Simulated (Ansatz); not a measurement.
Cost and result for the atomization energy of CH10GeN2Si, SMILES `N[SiH2][CH2][GeH2][NH2]` (15 atoms, 14 bonds).

Z-matrix (Å, degrees):
```
Si
C 1 1.861
N 1 1.734 2 109.0
H 1 1.488 2 111.2 3 116.5
H 1 1.496 2 109.2 3 -125.3
Ge 2 1.954 1 113.9 3 -53.4
H 2 1.094 1 110.1 3 67.6
H 2 1.095 1 108.8 3 -175.3
H 3 1.010 1 117.7 2 -58.8
H 3 1.009 1 117.5 2 166.7
N 6 1.843 2 106.5 1 65.0
H 6 1.551 2 108.9 1 -58.9
H 6 1.542 2 111.8 1 -178.7
H 11 1.014 6 110.8 2 -62.5
H 11 1.011 6 114.1 2 173.9
```

Total charge 0; spin multiplicity 1. Correlated methods include outer-core shells of Ge, which these sets cover unevenly. Scalar relativity is left out up to krypton. Geometry: relaxed with PBE0-D4/def2-TZVP. It is one conformer, not always the lowest. Program: Ansatz. All runs use 2 threads of an AMD EPYC 7R13 on a shared host and a share of an NVIDIA H100 80 GB. Times are those of one run each, without the atoms' runs, and a repeat can differ threefold. Electronic energies, without spin–orbit coupling; frozen cores. CCSD(T)/CBS adds CCSD(T) − MP2 in def2-TZVPP to the MP2 limit, and its time is that of the two runs behind it. T1 = 0.011. With those shells the extrapolation isn't a true limit. B3LYP takes the VWN-RPA correlation (the form of Gaussian; ORCA's B3LYP/G).

CCSD(T)/CBS is a level of theory with its own doubt, some kJ/mol a heavy atom from the limit and from the frozen cores, so smaller differences don't rank the functionals.

| level | functions | wall time | atomization (kJ/mol) | difference from CCSD(T)/CBS | per bond |
| --- | --- | --- | --- | --- | --- |
| PBE0-D4/def2-TZVPP | 323 | 5.5 s | 4949.6 | -46.2 | -3.3 |
| ωB97X-V/def2-TZVPP | 323 | 5.5 s | 5013.7 | 17.9 | 1.3 |
| B2PLYP/def2-TZVPP | 323 | 5.5 s | 4919.6 | -76.2 | -5.4 |
| r2SCAN-D4/def2-TZVPP (with forces) | 323 | 6 s | 4960.5 | -35.3 | -2.5 |
| PBE-D4/def2-TZVPP (with forces) | 323 | 7 s | 5010.4 | 14.6 | 1.0 |
| B3LYP-D4/def2-TZVPP (with forces) | 323 | 7 s | 4985.4 | -10.4 | -0.7 |
| ωB97M-V/def2-TZVPP (with forces) | 323 | 8 s | 4989.8 | -6.0 | -0.4 |
| CCSD(T)/def2-TZVPP | 323 | 8 s | 4862.7 | -133.1 | -9.5 |
| MP2/def2-QZVPP | 630 | 8 s | 4953.9 | -41.9 | -3.0 |
| CCSD(T)/CBS(def2) | – | 16 s | 4995.8 | 0.0 | 0.0 |

In def2-TZVPP, CCSD(T) changes the Hartree–Fock value by +1320.4 kJ/mol (the triples alone add +63.9 kJ/mol) and MP2 by +1333.0 kJ/mol; breaking electron pairs costs correlation energy, which Hartree–Fock lacks. The D4 term adds +56.3 kJ/mol with B3LYP and +30.0 kJ/mol with PBE0; it sums over pairs of atoms, weighted by their polarisabilities, and B3LYP, whose exchange is more repulsive, gets the larger term. From PBE to PBE0 (25 % exact exchange), in def2-TZVPP and without D4, the atomization energy moves by −55.8 kJ/mol: exact exchange takes away binding that semilocal exchange gives to molecules.
